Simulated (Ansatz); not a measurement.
The inner images of a band of BGaH4 (6 atoms, charge 0, multiplicity 1) are given out of order.

Level of theory: Ansatz, RKS BHLYP/def2-SVP.

Initial state:

```xyz
6
Properties=species:S:1:pos:R:3
B 0.052 -1.115 0.028
Ga -0.034 0.963 -0.040
H -0.701 -1.763 0.702
H 0.859 -1.741 -0.604
H -0.928 1.729 -1.082
H 0.793 1.863 0.949
```

Final state:

```xyz
6
Properties=species:S:1:pos:R:3
B 0.389 -0.592 0.423
Ga -0.549 0.875 -0.672
H -0.558 -1.194 0.892
H 1.026 -1.202 -0.410
H -1.311 2.007 -1.503
H 1.045 0.041 1.223
```

Put them in order from the first end to the last, with their energies above the first end.
A.
```xyz
6
Properties=species:S:1:pos:R:3
B 0.186 -0.805 0.201
Ga -0.527 0.807 -0.643
H -0.519 -1.374 0.994
H 1.059 -1.418 -0.358
H -0.834 2.289 -0.986
H 0.676 0.437 0.747
```
B.
```xyz
6
Properties=species:S:1:pos:R:3
B 0.321 -0.682 0.343
Ga -0.613 0.783 -0.727
H -0.510 -1.256 1.004
H 1.036 -1.335 -0.375
H -1.098 2.209 -1.244
H 0.905 0.217 0.953
```
C.
```xyz
6
Properties=species:S:1:pos:R:3
B 0.013 -1.073 -0.006
Ga -0.262 0.904 -0.335
H -0.570 -1.582 0.912
H 1.010 -1.603 -0.410
H -0.903 2.107 -1.078
H 0.754 1.182 0.871
```
D.
```xyz
6
Properties=species:S:1:pos:R:3
B 0.042 -0.999 0.054
Ga -0.374 0.853 -0.487
H -0.529 -1.437 1.013
H 1.056 -1.506 -0.333
H -0.862 2.196 -1.068
H 0.708 0.830 0.775
```
E.
```xyz
6
Properties=species:S:1:pos:R:3
B 0.027 -1.103 -0.002
Ga -0.155 0.941 -0.191
H -0.624 -1.701 0.810
H 0.944 -1.693 -0.502
H -0.933 1.954 -1.092
H 0.783 1.538 0.930
```

E (+0.09 eV), C (+0.29 eV), D (+0.43 eV), A (-0.13 eV), B (-0.42 eV).

Run time: 2.6 min on 1 thread of Arm Neoverse V2, with other jobs on the host, peak memory 0.12 GiB.
